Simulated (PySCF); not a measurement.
Electron correlation in Br³⁺ (bromine, charge +3)

[Ar] 3d10 4s2 4p2, high-spin 3P determinant. Computed with PySCF 2.14 in aug-cc-pwCVDZ-PP with ECP10MDF (6s5p4d1f, 48 functions), with scalar relativity through the core potential. Frozen: 3s2 3p6 3d10; 4 electrons correlated.

| level | correlation energy (mhartree) |
| --- | --- |
| CCSD | -68.19 |
| (T) | -0.73 |
| CCSD(T) | -68.92 |
| CCSDT | -69.12 |

Diagnostics: T1 = 0.0055, D1 = 0.0151, largest double amplitude 0.092.

**Question.** Is a single reference adequate?

**Answer.** Mostly. T1 lies below 0.03, but a double amplitude of this size points to a near-degeneracy that CCSD handles and MP2 describes poorly.
